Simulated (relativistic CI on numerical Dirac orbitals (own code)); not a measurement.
**Ho³⁺: sensitivity of the levels to the model**

Base calculation: Dirac-Coulomb-Breit CI, separate exchange-only KLI orbitals for each configuration, model QED, valence Slater integrals scaled by 0.85, P86 correlation energy added to each configuration.

CI space (outside the closed core [Kr] 4d10 5s2): 4f10 5p6, 4f9 5p6 6s, 4f9 5p6 6p, 4f12 5p4, 4f9 5p6 7s. The list is cut by size and lacks configurations that can hold low levels.

Variants: (1) Slater integrals left unscaled; (2) self-excluded LDA correlation estimate; (3) Breit term removed; (4) only the first 3 configurations. Shifts of the energy above 4f10 5p6 5I_8, in cm⁻¹, for the lowest level and the first level of each name with at least 55 % of one term (blank where a level changes its place among those of its configuration and J or its character, or is not in the variant):

```csv
Level,Base,Δ(1),Δ(2),Δ(3),Δ(4)
4f10 5p6 5I_8,0.0,0.0,0.0,0.0,0.0
4f10 5p6 5I_7,5062.6,-69.3,0.0,+230.2,-0.3
4f10 5p6 5I_6,8570.8,+24.8,0.0,+307.4,+5.3
4f10 5p6 5I_5,11127.2,+165.5,0.0,+308.0,+10.7
4f10 5p6 5I_4,13168.3,+233.1,0.0,+344.6,+14.1
4f10 5p6 5F_5,17155.1,+2754.2,0.0,-213.0,+25.7
4f10 5p6 5S_2,19817.5,+3008.0,+0.2,-338.0,+15.3
4f10 5p6 3K_8,19989.6,+3027.4,0.0,+169.4,+12.0
4f10 5p6 5F_4,20472.0,+2673.9,0.0,-40.0,+26.3
4f10 5p6 5F_3,22452.7,+2691.0,0.0,+24.5,+21.0
4f10 5p6 5F_1,23928.8,+2889.3,0.0,-26.6,+21.9
4f10 5p6 3K_7,24781.7,+3042.2,0.0,+399.9,+14.3
4f10 5p6 3L_9,27785.3,+4261.5,+0.1,+419.7,-26.6
4f10 5p6 3K_6,28672.2,,0.0,+520.1,+29.2
```

Correlation outside the listed configurations is missing or only estimated: errors of thousands of cm⁻¹ between configurations and terms are usual at this charge. Rates and lifetimes follow the computed energies and can be off by large factors. The fine structure of a lone outer electron comes out too small, for d and f at times inverted, and misplaced configurations move strength between like terms.

Ionisation energy from the two ground configurations alone: base 40.81 eV; Slater integrals left unscaled 40.54 eV; self-excluded LDA correlation estimate 41.15 eV; Breit term removed 40.68 eV. The NIST ASD value (semi-empirical) is 42.52 eV. The gap of more than 2 % comes from missing correlation, or from a tabulated value that is itself an estimate.

LS names give the leading component of a level, which can be under half, so a name can repeat, a term be missing and a line seem to break the LS rules.
